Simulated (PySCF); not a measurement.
This PySCF input asks for the NMR shieldings of `C=C(C)BN(C)BF`, C$_{4}$H$_{10}$B$_{2}$FN; the geometry comes from GFN2-xTB.

```python
import basis_set_exchange as bse
import numpy as np
from pyscf import gto, dft
from pyscf.prop import nmr

atoms = """
C     1.480285    1.533235   -0.152981
C     1.331631    0.219592   -0.299511
C     2.484304   -0.702737    0.002175
B     0.036084   -0.427461   -0.892310
N    -1.265016   -0.151688   -0.400888
C    -2.420567   -0.622607   -1.167521
B    -1.530005    0.532939    0.808098
F    -2.797597    0.747209    1.149346
H     0.684769    2.222617   -0.381926
H     2.407012    1.974741    0.182782
H     3.347595   -0.153398    0.371986
H     2.188215   -1.436333    0.750794
H     2.771064   -1.247425   -0.896226
H     0.137027   -1.164619   -1.801892
H    -2.760282    0.162939   -1.845759
H    -3.243297   -0.876239   -0.500972
H    -2.152590   -1.497561   -1.755801
H    -0.707390    0.893114    1.554190
"""
names = dict.fromkeys(["C", "B", "N", "F", "H"], "pcSseg-1")
basis = {el: gto.basis.parse(bse.get_basis(n, elements=[el], fmt="nwchem")) for el, n in names.items()}
mol = gto.M(atom=atoms, basis=basis, charge=0, verbose=0)
mf = dft.RKS(mol, xc="PBE0")
mf.grids.level = 2
mf.grids.alignment = dft.numint.BLKSIZE   # the property module wants whole blocks of grid points
mf.conv_tol = 1e-9
mf.kernel()

calc = nmr.RKS(mf)   # GIAO
C = mf.mo_coeff
Co = C[:, mf.mo_occ > 0]
resp = mf.gen_response(singlet=True, hermi=2)
def vind(x):   # induced exchange potential for any number of trial vectors
    d = np.einsum("pi,xij,qj->xpq", C, 2 * x.reshape(-1, C.shape[1], Co.shape[1]), Co, optimize=True)
    return np.einsum("xpq,pi,qj->xij", resp(d - d.transpose(0, 2, 1)), C, Co, optimize=True).ravel()
mo1, _ = nmr.rhf.solve_mo1(calc, with_cphf=vind)
sigma = calc.kernel(mo1)
for i, s in enumerate(sigma):   # ppm
    print("%2d %-2s %9.2f" % (i, mol.atom_pure_symbol(i), np.trace(s) / 3))
```

**Question.** What does it print?

**Answer.** 
```
 0 C      54.84
 1 C      28.28
 2 C     159.93
 3 B      49.56
 4 N     101.29
 5 C     147.88
 6 B      68.92
 7 F     246.74
 8 H      26.54
 9 H      25.95
10 H      29.84
11 H      29.85
12 H      29.44
13 H      25.89
14 H      28.54
15 H      28.05
16 H      28.63
17 H      26.81
```

These numbers come from an equivalent density-fitted implementation of the same equations, which agrees with the script to about 0.01 ppm for H and up to a few tenths of a ppm for heavy atoms, so last digits may differ.

Size and cost of the density-fitted run: 186 basis functions, 33 s wall time on 1 thread of an Arm Neoverse V1, shared host; peak memory 0.83 GiB.
